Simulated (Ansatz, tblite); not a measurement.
Forces on the cluster VO3 at its PBE0-D4/def2-TZVP geometry. The state is a doublet with charge 0.

The xTB rows come from tblite. The structure holds one bond between oxygen atoms, so isomers without such links may lie far lower. The structure comes from a short search, and lower isomers may exist.

GFN1-xTB (tblite), largest force 4.98 eV/Å:

```xyz
4
positions Å, forces eV/Å
V    -0.126    0.574    0.242    0.357   -1.226   -0.658
O    -0.816   -1.041   -0.096    4.208    0.690    2.578
O     0.544    1.555   -0.792   -0.399   -0.479    0.622
O     0.398   -1.088    0.646   -4.166    1.016   -2.542
```

GFN2-xTB (tblite), largest force 3.46 eV/Å:

```
V 0.401 -0.575 -0.694
O 2.953 1.067 1.457
O -0.778 -1.773 1.163
O -2.577 1.281 -1.926
```

PBE0-D4/def2-TZVP (Ansatz), largest force 0.00 eV/Å:

```
V -0.002 0.003 -0.001
O -0.003 -0.002 0.000
O 0.002 0.001 0.000
O 0.003 -0.003 0.001
```
